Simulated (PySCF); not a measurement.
Te(F)(iPr) (C3H7FTe), SMILES CC(C)[Te]F.

Geometry optimised at PBE-D3(BJ)/def2-SVP. This is a generated structure with no PubChem entry under its InChIKey; it may be hypothetical. The def2 effective core potentials stand for the cores of Te; spin–orbit coupling is left out. Other conformers were not sampled.

These are PBE-D3(BJ)/def2-SVP run with PySCF values and carry that method's errors.

Frequencies are harmonic and unscaled.

Computed vibrational spectrum:
```
mode  ν (cm⁻¹)  IR (km/mol)  moving atoms (share of kinetic energy)
----  --------  -----------  --------------------------------------
1           53          1.3                  F 43 %, C 32 %, H 17 %
2          133          4.1         F 59 %, C 20 %, H 11 %, Te 10 %
3          229          0.6                 C 56 %, H 24 %, Te 12 %
4          233          0.0                                  H 91 %
5          259          0.1                           H 91 %, C 8 %
6          268          0.8                 C 48 %, H 37 %, Te 10 %
7          378          0.7                          C 58 %, H 41 %
8          485          1.4                          C 64 %, H 30 %
9          577         38.8                         F 87 %, Te 13 %
10         868          1.0                          C 66 %, H 34 %
11         901          2.1                          H 87 %, C 13 %
12         932          0.3                          H 75 %, C 25 %
13         980          3.9                          H 85 %, C 15 %
14        1107          0.1                          C 63 %, H 37 %
15        1127         39.6                          C 51 %, H 49 %
16        1168         38.1                          H 69 %, C 31 %
17        1294          0.2                          H 75 %, C 25 %
18        1335         11.9                          H 72 %, C 28 %
19        1345          3.5                          H 80 %, C 20 %
20        1401          5.4                                  H 95 %
21        1410          0.2                                  H 96 %
22        1417          9.3                                  H 96 %
23        1430          8.5                                  H 96 %
24        2955         16.3                                  H 97 %
25        2956         28.8                                  H 97 %
26        3016          0.5                                  H 92 %
27        3037          9.8                           H 91 %, C 9 %
28        3044          7.8                           H 91 %, C 9 %
29        3053         16.3                           H 91 %, C 9 %
30        3075          4.7                           H 91 %, C 9 %
```
